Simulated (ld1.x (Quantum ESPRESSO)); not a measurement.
Which change was made? (Ca, TM)

```json
{
 "Element": "calcium",
 "Generator": "ld1.x (Quantum ESPRESSO) 7.5",
 "Type": "norm-conserving Troullier–Martins (Kleinman–Bylander form)",
 "Functional": "LDA (PZ)",
 "Relativity": "scalar-relativistic",
 "Frozen core": "[Ar]",
 "Valence charge": "2",
 "Reference configuration": "3d0 4s2 4p0",
 "Partial waves": "4p (bound, empty): rc 4.00 bohr; 3d (bound, empty): rc 2.95 bohr; 4s (bound): rc 3.65 bohr",
 "Local potential": "the s channel",
 "Core correction": "Bessel-smoothed model core inside 3.00 bohr"
}
```

Cutoffs, loose and tight: the cutoffs (Ry, on a coarse ladder) from which the occupation-weighted sum of valence levels, in a spherical-Bessel basis at the reference potential, stays within 10 and 1 mRy of its value at 400 Ry. They do not see the model core or the augmentation charge, which bear on the density cutoff. Test errors are all-electron minus pseudo excitation energies from the reference, over the configurations 3d0 4s1 4p0; 3d0 4s1.5 4p0; 3d0 4s1 4p1; 3d0 4s0 4p2; 3d1 4s1 4p0; 3d1 4s0 4p0; 3d0 4s0 4p1 (two spin-polarised tests are not counted in the largest error); variants that change the core or the reference have their own tests. The largest error is taken over the tests solved by every variant that gives reliable tests at all, those not shown here included: 3d0 4s0 4p1; 3d0 4s0 4p2; 3d0 4s1 4p0; 3d0 4s1 4p1; 3d0 4s1.5 4p0; 3d1 4s1 4p0.

The base gives: outcome: generated; cutoff, loose: 6 Ry; cutoff, tight: 8 Ry; bound ghosts: none; largest test error (meV): -28.

Q: After one change the result is: outcome: generated; cutoff, loose: 6 Ry; cutoff, tight: 6 Ry; bound ghosts: none; largest test error (meV): -68. Which change was it?
A. wave 4s (bound): rc 3.65 bohr becomes 4s (bound): rc 2.38 bohr
B. wave 4s (bound): rc 3.65 bohr becomes 4s (bound): rc 4.26 bohr
C. wave 4s (bound): rc 3.65 bohr becomes 4s (bound): rc 3.18 bohr

A: B. The others give: wave 4s (bound): rc 3.65 bohr becomes 4s (bound): rc 2.38 bohr → outcome: generated; cutoff, loose: 10 Ry; cutoff, tight: 25 Ry; bound ghosts: none; largest test error (meV): -30 | wave 4s (bound): rc 3.65 bohr becomes 4s (bound): rc 3.18 bohr → outcome: generated; cutoff, loose: 6 Ry; cutoff, tight: 10 Ry; bound ghosts: none; largest test error (meV): -17.
